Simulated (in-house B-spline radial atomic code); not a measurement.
Ionisation energies with and without relativity, with size and susceptibility from the Dirac run. Dirac energy differences include first-order Breit, QED and recoil terms. NIST's values go from ground level to ground level; the uncertainty of those that are theory runs from under 0.1 % in few-electron ions to several per cent in heavy many-electron ones. Computed with a B-spline radial code for spherical atoms: non-relativistic Hartree-Fock and Dirac-Hartree-Fock, averages of the configuration (point nuclei without relativity, finite nuclei with it).

```csv
ion,configuration,configuration after,ionisation non-relativistic (eV),ionisation Dirac Breit and QED (eV),tabulated value (eV),tabulated kind,radius at density 0.001 (bohr),diamagnetic susceptibility (10⁻⁶ cm³/mol)
K+,[Ne] 3s2 3p6,[Ne] 3s2 3p5,30.64,30.62,31.625,measured,3.296,-15.427
Ca+,[Ar] 4s1,[Ne] 3s2 3p6,11.31,11.35,11.87172,measured,4.349,-24.609
Sc+,[Ar] 3d1 4s1,[Ar] 3d1,12.02,12.08,12.79977,measured,4.299,-24.122
Ti+,[Ar] 3d2 4s1,[Ar] 3d2,?,?,?,measured,?,?
V+,[Ar] 3d4,[Ar] 3d3,12.67,12.58,14.634,measured,3.57,-17.657
Cr+,[Ar] 3d5,[Ar] 3d4,13.58,13.47,16.48631,measured,3.498,-17.14
Mn+,[Ar] 3d5 4s1,[Ar] 3d5,14.25,14.39,15.63999,measured,3.982,-20.989
Fe+,[Ar] 3d6 4s1,[Ar] 3d6,14.74,14.90,16.19921,measured,3.912,-20.255
Co+,[Ar] 3d8,[Ar] 3d7,16.03,15.88,17.0844,measured,3.289,-15.632
Ni+,[Ar] 3d9,[Ar] 3d8,16.78,16.61,18.16884,measured,3.226,-15.169
Cu+,[Ar] 3d10,[Ar] 3d9,17.52,17.33,20.29239,measured,3.166,-14.73
Zn+,[Ar] 3d10 4s1,[Ar] 3d10,16.56,16.83,17.96439,measured,3.671,-17.718
Ga+,[Ar] 3d10 4s2,[Ar] 3d10 4s1,18.46,18.75,20.51514,measured,3.826,-19.706
Ge+,[Ar] 3d10 4s2 4p1,[Ar] 3d10 4s2,15.15,15.14,15.93461,measured,3.987,-22.57
As+,[Ar] 3d10 4s2 4p2,[Ar] 3d10 4s2 4p1,?,?,?,measured,?,?
Se+,[Ar] 3d10 4s2 4p3,[Ar] 3d10 4s2 4p2,19.52,19.52,21.196,measured,3.919,-24.765
Br+,[Ar] 3d10 4s2 4p4,[Ar] 3d10 4s2 4p3,?,?,?,measured,?,?
Kr+,[Ar] 3d10 4s2 4p5,[Ar] 3d10 4s2 4p4,24.14,24.15,24.35984,measured,3.73,-25.059
```

(1) Fill in the row of Ti+.

(2) Fill in the row of As+.

(3) Fill in the row of Br+.

Answers

(1) ionisation non-relativistic (eV): 12.64; ionisation Dirac Breit and QED (eV): 12.72; tabulated value (eV): 13.5755; radius at density 0.001 (bohr): 4.219; diamagnetic susceptibility (10⁻⁶ cm³/mol): -23.372.

(2) ionisation non-relativistic (eV): 17.31; ionisation Dirac Breit and QED (eV): 17.30; tabulated value (eV): 18.5892; radius at density 0.001 (bohr): 3.985; diamagnetic susceptibility (10⁻⁶ cm³/mol): -24.043.

(3) ionisation non-relativistic (eV): 21.80; ionisation Dirac Breit and QED (eV): 21.80; tabulated value (eV): 21.591; radius at density 0.001 (bohr): 3.828; diamagnetic susceptibility (10⁻⁶ cm³/mol): -25.048.
